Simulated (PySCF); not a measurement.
## Excitation energies in several basis sets

Species: C2H10Si2.
InChI=1S/C2H10Si2/c1-2-4-3/h2,4H2,1,3H3

TDDFT with PBE0 (PySCF), vertical singlets, core orbitals frozen in the response, spherical d and f functions. Geometry: PBE0-D3(BJ)/def2-SVP, one conformer, isolated molecule.

```json
{"basis": "6-31G*", "functions": "84", "diffuse": "no", "S1 (eV)": "7.25", "S2 (eV)": "7.60", "S3 (eV)": "7.86", "S4 (eV)": "8.25", "S5 (eV)": "8.31", "LUMO (eV)": "0.56", "α (au)": "71.1"}
{"basis": "6-31+G*", "functions": "100", "diffuse": "yes", "S1 (eV)": "6.86", "S2 (eV)": "7.23", "S3 (eV)": "7.43", "S4 (eV)": "7.51", "S5 (eV)": "7.56", "LUMO (eV)": "-0.04", "α (au)": "78.4"}
{"basis": "def2-SVP", "functions": "114", "diffuse": "no", "S1 (eV)": "7.20", "S2 (eV)": "7.47", "S3 (eV)": "7.85", "S4 (eV)": "8.14", "S5 (eV)": "8.45", "LUMO (eV)": "0.41", "α (au)": "76.2"}
{"basis": "def2-SVPD", "functions": "168", "diffuse": "yes", "S1 (eV)": "6.94", "S2 (eV)": "7.25", "S3 (eV)": "7.40", "S4 (eV)": "7.54", "S5 (eV)": "7.72", "LUMO (eV)": "0.12", "α (au)": "85.8"}
{"basis": "aug-cc-pVDZ", "functions": "190", "diffuse": "yes", "S1 (eV)": "6.72", "S2 (eV)": "7.02", "S3 (eV)": "7.21", "S4 (eV)": "7.29", "S5 (eV)": "7.35", "LUMO (eV)": "-0.21", "α (au)": "87.5"}
{"basis": "def2-TZVP", "functions": "196", "diffuse": "no", "S1 (eV)": "6.89", "S2 (eV)": "7.19", "S3 (eV)": "7.53", "S4 (eV)": "7.80", "S5 (eV)": "7.87", "LUMO (eV)": "0.13", "α (au)": "83.3"}
{"basis": "def2-TZVPD", "functions": "250", "diffuse": "yes", "S1 (eV)": "6.74", "S2 (eV)": "7.08", "S3 (eV)": "7.18", "S4 (eV)": "7.33", "S5 (eV)": "7.48", "LUMO (eV)": "-0.07", "α (au)": "86.9"}
```

Task: How much do these states and the polarisability depend on the basis?

Result: States are compared by their number. Against the largest diffuse basis here (def2-TZVPD, itself not a converged limit), sets without diffuse functions differ by up to 0.51 eV in S1 and 0.97 eV in S5; the smaller diffuse sets differ by up to 0.19 and 0.24 eV. State by state, the largest deviation of a set without diffuse functions is S1 0.51, S2 0.53, S3 0.69, S4 0.92, S5 0.97 eV. The same number needn't mean the same state in each row. Against def2-TZVPD the polarisability deviates by -18% in 6-31G*, -10% in 6-31+G*, -12% in def2-SVP, -1% in def2-SVPD, +1% in aug-cc-pVDZ, -4% in def2-TZVP. A single + in a Pople set puts diffuse functions on heavy atoms only.

Without π bonds the low states are Rydberg-like; a valence basis with one diffuse set may place them up to an eV too high.
